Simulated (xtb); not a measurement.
Br$_{5}$Ta, triplet, at a GFN2-xTB geometry (such geometries of metal compounds can be far from the true shape) (the multiplicity is a formal guess); GFN2-xTB with ALPB(ch2cl2) (xtb).

Here is a job for xtb.
```
$ xtb mol.xyz --gfn 2 --uhf 2 --alpb ch2cl2 --json

# file mol.xyz
6

Ta     0.00000000    -0.00000000    -0.00000000
Br     1.88152965    -0.55969072     1.74405200
Br    -1.88152965     0.55969072    -1.74405200
Br     0.40586108     2.42269159     0.33962195
Br     1.25329277    -1.23404774    -1.74810876
Br    -1.65915386    -1.18864385     1.40848681
```

The log (banner, timings and long lists left out):

```
   ID    Z sym.   atoms
    1   73 Ta     1
    2   35 Br     2-6

           -------------------------------------------------
          |                Calculation Setup                |
           -------------------------------------------------

           -------------------------------------------------
          |                 G F N 2 - x T B                 |
           -------------------------------------------------

      * Solvation model:               ALPB
        Solvent                        ch2cl2
        Parameter file                 internal GFN2-xTB/ALPB
        Dielectric constant                8.9300E+00
        Reference state                gsolv [1 M gas/solution]
        Free energy shift                  4.1487E-03 Eh       2.6033E+00 kcal/mol
        Temperature                        2.9815E+02 K
        Density                            1.3300E+00 kg/L
        Solvent mass                       8.4930E+01 g/mol
        Interaction kernel             P16
        Born radius scaling (c1)           1.5691E+00
        Born radii integrator          GBOBC
        Born offset                        0.0000E+00 a0       0.0000E+00 AA
        H-bond correction              false
        Ion screening                  false
        Surface tension                    1.0000E-05 Eh       1.5569E+01 dyn/cm
        Grid points                               230 per atom

          ...................................................
          :                      SETUP                      :
          :.................................................:
          :  # basis functions                  60          :
          :  # atomic orbitals                  54          :
          :  # shells                           18          :
          :  # electrons                        40          :
          :  max. iterations                   250          :
          :  Hamiltonian                  GFN2-xTB          :
          :  restarted?                      false          :
          :  GBSA solvation                   true          :
          :  PC potential                    false          :
          :  electronic temp.          300.0000000     K    :
          :  accuracy                    1.0000000          :
          :  -> integral cutoff          0.2500000E+02      :
          :  -> integral neglect         0.1000000E-07      :
          :  -> SCF convergence          0.1000000E-05 Eh   :
          :  -> wf. convergence          0.1000000E-03 e    :
          :  Broyden damping             0.4000000          :
          :  net charge                          0          :
          :  unpaired electrons                  2          :
          ...................................................

 iter      E             dE          RMSdq      gap      omega  full diag
   1    -22.4661936 -0.224662E+02  0.636E+00    0.00       0.0  T
   2    -22.4946226 -0.284289E-01  0.871E+00    0.00       1.0  T
   3    -22.6103143 -0.115692E+00  0.505E+00    0.00       1.0  T
   4    -22.6311658 -0.208515E-01  0.123E+00    0.00       1.0  T
   5    -22.6326149 -0.144905E-02  0.966E-01    0.00       1.0  T
   6    -22.6340193 -0.140441E-02  0.290E-01    0.00       1.0  T
   7    -22.6338204  0.198840E-03  0.453E-01    0.00       1.0  T
   8    -22.6341024 -0.281979E-03  0.747E-02    0.00       1.0  T
   9    -22.6340750  0.274291E-04  0.115E-01    0.00       1.0  T
  10    -22.6341149 -0.398776E-04  0.338E-02    0.00       1.2  T
  11    -22.6341164 -0.152390E-05  0.178E-02    0.00       2.3  T
  12    -22.6341163  0.812505E-07  0.185E-02    0.00       2.2  T
  13    -22.6341165 -0.204042E-06  0.142E-02    0.00       2.9  T
  14    -22.6341168 -0.244919E-06  0.388E-03    0.00      10.5  T
  15    -22.6341168 -0.275620E-07  0.575E-04    0.00      71.0  T
  16    -22.6341168 -0.384961E-09  0.136E-04    0.00     300.7  T

   *** convergence criteria satisfied after 16 iterations ***

 transition dipole moment (au) for excitation:          20          21
     X       Y       Z
  -0.1282  -0.2629   0.0539  total (au/Debye):    0.297   0.756
 dE (eV)             :    2.490
 oscillator strength :  0.76291E-02

         :::::::::::::::::::::::::::::::::::::::::::::::::::::
         ::                     SUMMARY                     ::
         :::::::::::::::::::::::::::::::::::::::::::::::::::::
         :: total energy             -22.619739505256 Eh    ::
         :: total w/o Gsasa/hb       -22.606081874187 Eh    ::
         :: gradient norm              0.003598076423 Eh/a0 ::
         :: HOMO-LUMO gap              0.000000337884 eV    ::
         ::.................................................::
         :: SCC energy               -22.634102836718 Eh    ::
         :: -> isotropic ES            0.030633174175 Eh    ::
         :: -> anisotropic ES          0.010012907521 Eh    ::
         :: -> anisotropic XC         -0.011952816034 Eh    ::
         :: -> dispersion             -0.010436213295 Eh    ::
         :: -> Gsolv                  -0.018692880617 Eh    ::
         ::    -> Gelec               -0.005035249548 Eh    ::
         ::    -> Gsasa               -0.017806328430 Eh    ::
         ::    -> Ghb                  0.000000000000 Eh    ::
         ::    -> Gshift               0.004148697361 Eh    ::
         :: repulsion energy           0.014363331462 Eh    ::
         :: add. restraining           0.000000000000 Eh    ::
         :: total charge              -0.000000000000 e     ::
         :::::::::::::::::::::::::::::::::::::::::::::::::::::

           -------------------------------------------------
          |                Property Printout                |
           -------------------------------------------------

    * Orbital Energies and Occupations

         #    Occupation            Energy/Eh            Energy/eV
      -------------------------------------------------------------
         1        2.0000           -0.9095365             -24.7497
       ...           ...                  ...                  ...
         9        2.0000           -0.4779490             -13.0057
        10        2.0000           -0.4684606             -12.7475
        11        2.0000           -0.4684605             -12.7475
        12        2.0000           -0.4679574             -12.7338
        13        2.0000           -0.4679574             -12.7338
        14        2.0000           -0.4633044             -12.6072
        15        1.9995           -0.4585952             -12.4790
        16        1.9449           -0.4541535             -12.3581
        17        1.9449           -0.4541535             -12.3581
        18        1.8866           -0.4534070             -12.3378
        19        1.6121           -0.4518863             -12.2965
        20        1.6120           -0.4518863             -12.2965
        21        0.5000           -0.3603846              -9.8066 (HOMO)
        22        0.5000           -0.3603845              -9.8066 (LUMO)
        23                         -0.3326998              -9.0532
        24                         -0.3326998              -9.0532
        25                         -0.2446052              -6.6560
        26                         -0.1160576              -3.1581
        27                         -0.0069491              -0.1891
        28                         -0.0057056              -0.1553
        29                         -0.0057056              -0.1553
        30                         -0.0023836              -0.0649
        31                         -0.0023835              -0.0649
        32                          0.0001808               0.0049
       ...                                ...                  ...
        54                          3.0918958              84.1348
      -------------------------------------------------------------
                  HL-Gap            0.0000000 Eh            0.0000 eV
             Fermi-level           -0.4059188 Eh          -11.0456 eV

     #   Z          covCN         q      C6AA      α(0)
     1  73 Ta       3.865     0.883   174.922    19.574
     2  35 Br       0.835    -0.170   189.485    22.194
     3  35 Br       0.835    -0.170   189.485    22.194
     4  35 Br       0.822    -0.181   189.780    22.211
     5  35 Br       0.822    -0.181   189.780    22.211
     6  35 Br       0.822    -0.181   189.780    22.211

 Mol. C6AA /au·bohr⁶  :       6726.116320
 Mol. C8AA /au·bohr⁸  :     523013.371803
 Mol. α(0) /au        :        130.594212

Wiberg/Mayer (AO) data.
largest (>0.10) Wiberg bond orders for each atom

 ---------------------------------------------------------------------------
     #   Z sym  total        # sym  WBO       # sym  WBO       # sym  WBO
 ---------------------------------------------------------------------------
     1  73 Ta   4.520 --     5 Br   1.038     4 Br   1.038     6 Br   1.038
                             2 Br   0.703     3 Br   0.703
     2  35 Br   0.939 --     1 Ta   0.703
     3  35 Br   0.939 --     1 Ta   0.703
     4  35 Br   1.247 --     1 Ta   1.038
     5  35 Br   1.247 --     1 Ta   1.038
     6  35 Br   1.247 --     1 Ta   1.038
 ---------------------------------------------------------------------------

Topologies differ in total number of bonds
Writing topology from bond orders to xtbtopo.mol

molecular dipole:
                 x           y           z       tot (Debye)
 q only:        0.000      -0.000      -0.000
   full:        0.000      -0.000      -0.000       0.000
molecular quadrupole (traceless):
                xx          xy          yy          xz          yz          zz
 q only:       -0.642       0.545       1.027      -1.698       0.505      -0.385
  q+dip:       -1.927       1.634       3.080      -5.092       1.515      -1.153
   full:       -1.892       1.604       3.024      -4.999       1.487      -1.133

           -------------------------------------------------
          | TOTAL ENERGY              -22.619739505256 Eh   |
          | GRADIENT NORM               0.003598076423 Eh/α |
          | HOMO-LUMO GAP               0.000000337884 eV   |
           -------------------------------------------------

normal termination of xtb
```
